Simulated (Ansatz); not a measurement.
Ansatz (a quantum-chemistry and plane-wave program) input:
A basis named .json is the Basis Set Exchange file of that set.

Ansatz 0.2 input:
```yaml
crystal:
  periodic: [false, false, false]
  atoms:
    - {symbol: Si, position_ang: [-0.00000000, 0.00000000, -0.00000000]}
    - {symbol: C, position_ang: [-1.13964076, -0.58790502, 1.37471740]}
    - {symbol: C, position_ang: [1.16907239, 1.30977431, 0.67232606]}
    - {symbol: C, position_ang: [0.99681867, -1.45424606, -0.65251992]}
    - {symbol: C, position_ang: [-1.02625030, 0.73237678, -1.39452354]}
    - {symbol: H, position_ang: [-0.57116551, -1.01976896, 2.20180127]}
    - {symbol: H, position_ang: [-1.73378063, 0.23683714, 1.77538742]}
    - {symbol: H, position_ang: [-1.83277122, -1.35158716, 1.01402633]}
    - {symbol: H, position_ang: [1.78067580, 0.91336018, 1.48628883]}
    - {symbol: H, position_ang: [1.84583891, 1.67209833, -0.10513563]}
    - {symbol: H, position_ang: [0.61806067, 2.16996628, 1.05987498]}
    - {symbol: H, position_ang: [1.60520428, -1.90229378, 0.13669392]}
    - {symbol: H, position_ang: [0.34359856, -2.23411198, -1.05108102]}
    - {symbol: H, position_ang: [1.67036739, -1.14355563, -1.45473054]}
    - {symbol: H, position_ang: [-1.71726256, -0.00664169, -1.80694571]}
    - {symbol: H, position_ang: [-1.61827197, 1.58178261, -1.04558463]}
    - {symbol: H, position_ang: [-0.39049373, 1.08391466, -2.21059523]}
basis:
  gaussian:
    orbitals: aug-cc-pV_D+d_Z.json
magnetization: {spin_polarized: false}
correlation: {method: ccsd_t, electrons: outside_noble_gas}
output: {forces: true}
```

Q: Which total energy does the run end on?

A: -448.27955 Eh (CCSD(T)/aug-cc-pV(D+d)Z). The basis has 232 functions.
